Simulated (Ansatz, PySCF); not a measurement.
Gas-phase reaction in SMILES: CN(C)[SiH3] + 2 N (NH3) → 2 CN (CH5N) + N[SiH3]
Structures are relaxed separately at B3LYP-D3(BJ)/def2-TZVP in Ansatz (a quantum-chemistry and plane-wave program). Frequencies are from Ansatz or PySCF.

Wanted: bond separation energy (enthalpy at 298 K, with B3LYP-D3(BJ) rigid-rotor harmonic-oscillator terms), in kcal/mol. Valence correlation only, unless marked. No spin-orbit coupling. Non-relativistic. CBS(X,Y): correlation extrapolated as X^-3; Hartree-Fock from the larger set. The bracket is a focal-point correction in the basis named.

| level | program | bond separation energy (kcal/mol) |
|---|---|---|
| r2SCAN-D4/def2-TZVPD | Ansatz + dftd4 | 5.3 |
| B3LYP-D4/def2-TZVPD | Ansatz + dftd4 | 5.4 |
| PBE0/def2-TZVPD | Ansatz | 3.7 |
| r2SCANh/def2-TZVPD | Ansatz | 4.6 |
| LC-wPBE-D4/def2-TZVPD | Ansatz + dftd4 | 5.2 |
| CCSD/cc-pV(D+d)Z | Ansatz | (withheld) |
| RI-MP2/CBS(cc-pV(T+d)Z,cc-pV(Q+d)Z)+[CCSD(T)-MP2]/cc-pV(T+d)Z | Ansatz | 5.4 |

### Question
What belongs in the gaps?

### Answer

- CCSD/cc-pV(D+d)Z, bond separation energy (kcal/mol): 4.3
